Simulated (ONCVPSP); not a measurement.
## Ta (Z = 73): one change to an ONCV potential, before and after

- Element: tantalum (Ta)
- Generator: ONCVPSP 4.0.1
- Type: optimised norm-conserving Vanderbilt (ONCV)
- Functional: LDA (Perdew-Zunger)
- Relativity: scalar-relativistic
- Frozen core: [Kr] 4d10 4f14
- Valence charge: 13
- Reference configuration: 5s2 5p6 5d3.5 6s1.5
- Partial waves: 5s+6s: rc 2.10 bohr, ncon 5, nbas 8, qcut 7.3 1/bohr, 2 projectors; 5p: rc 1.45 bohr, ncon 5, nbas 10, qcut 4.9 1/bohr, 1 projector; 5d: rc 2.30 bohr, ncon 3, nbas 7, qcut 7.7 1/bohr, 2 projectors, debl 3.4 Ha; f scattering state at 0.1 Ha: rc 2.10 bohr, ncon 4, nbas 7, qcut 6.1 1/bohr, 2 projectors, debl 1.2 Ha
- Local potential: polynomial inside 1.05 bohr (lpopt 5, dvloc0 4 Ha)
- Core correction: polynomial model core, fcfact 0.25

Change: local potential polynomial inside 1.05 bohr (lpopt 5, dvloc0 -0.5 Ha).

Cutoffs: the cutoffs (Ha) at which the residual kinetic energy of the hardest occupied pseudo-wave falls to 1 and 0.1 mHa per electron; they do not see the model core or the augmentation charge, which bear on the density cutoff. Errors are all-electron minus pseudo energies relative to the spin-unpolarised reference configuration.

How do hardness, ghosts and transferability respond?

The potential gets neither clearly harder nor softer (133 Ha and 161 Ha → 133 Ha and 161 Ha); both files keep a bound ghost (f); the lowest positive-energy flag moves from s at 82.5 eV to s at 6.0 eV; the errors of the 4 common tests hardly move; the range in which the s phases agree narrows (upper end 2.9 → 0.2).

```tsv
quantity	base	changed
cutoff, loose	133 Ha	133 Ha
cutoff, tight	161 Ha	161 Ha
bound ghosts	f	f
GHOST(+) flags under 300 eV	s at 82.5 eV	s at 6.0 eV
error for 5s2 5p6 5d3 6s2, meV [ΔE -0.98 eV]	+0.5	+0.5
error for 5s2 5p6 5d3 6s1, meV [ΔE 7.72 eV]	-2.1	-2.1
error for 5s2 5p6 5d3 6s0, meV [ΔE 23.03 eV]	-12	-12
error for 5s2 5p5 5d3 6s2, meV [ΔE 44.21 eV]	-140	-130
s: phases at 2.13 bohr within 0.05 rad from the reference energy up to (Ha; the scan ends near 5)	2.9	0.2
p: phases at 1.47 bohr within 0.05 rad from the reference energy up to (Ha; the scan ends near 5)	1.3	0.8
d: phases at 2.34 bohr within 0.05 rad from the reference energy up to (Ha; the scan ends near 5)	to the end of the scan	to the end of the scan
f: phases at 2.13 bohr within 0.05 rad from the reference energy up to (Ha; the scan ends near 5)	3.4	3.4
rms error of d²Exc/dni dnj with the model core, mHa	0.84	0.84
```

 A true bound ghost makes a file unfit for plane-wave use even where its test errors are small: the radial tests pick states by their node count and pass the ghost by.
